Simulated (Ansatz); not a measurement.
C$_{2}$H$_{8}$OSi$_{2}$, SMILES `OC1C[SiH2][SiH2]1`, relaxed with RKS PBE0-D4/def2-TZVP in Ansatz from a PBE-D4/def2-SVP geometry. The force threshold is 0.005 eV/Å; the program also tests the step.

The species carries charge 0 and has multiplicity 1.

Start:

```xyz
13

O     0.241    1.976    1.038
C    -0.272    0.892    0.284
C     0.718    0.485   -0.833
Si    0.126   -1.322   -1.133
Si   -0.524   -0.888    1.076
H    -0.434    2.226    1.694
H    -1.247    1.156   -0.205
H     0.773    1.201   -1.680
H     1.735    0.423   -0.385
H     1.193   -2.318   -1.492
H    -1.004   -1.420   -2.123
H     0.562   -1.196    2.075
H    -1.865   -1.215    1.684
```

```tsv
step	energy (eV)	largest force (eV/Å)	largest move (Å)
1	-19996.6843	0.657	0.000
2	-19996.7283	0.209	0.027
3	-19996.7332	0.039	0.015
4	-19996.7335	0.014	0.008
5	-19996.7336	0.028	0.016
6	-19996.7337	0.012	0.005
7	-19996.7338	0.001	0.005
```

End:

```xyz
13

O     0.212    1.971    1.018
C    -0.277    0.872    0.275
C     0.720    0.476   -0.824
Si    0.125   -1.308   -1.126
Si   -0.517   -0.876    1.066
H    -0.421    2.185    1.708
H    -1.230    1.132   -0.215
H     0.766    1.179   -1.658
H     1.720    0.413   -0.381
H     1.172   -2.298   -1.484
H    -0.989   -1.396   -2.108
H     0.559   -1.165    2.055
H    -1.841   -1.186    1.674
```

It took 43 s on 4 threads of a server CPU on a shared host, with 0.64 GiB of host memory at the peak.
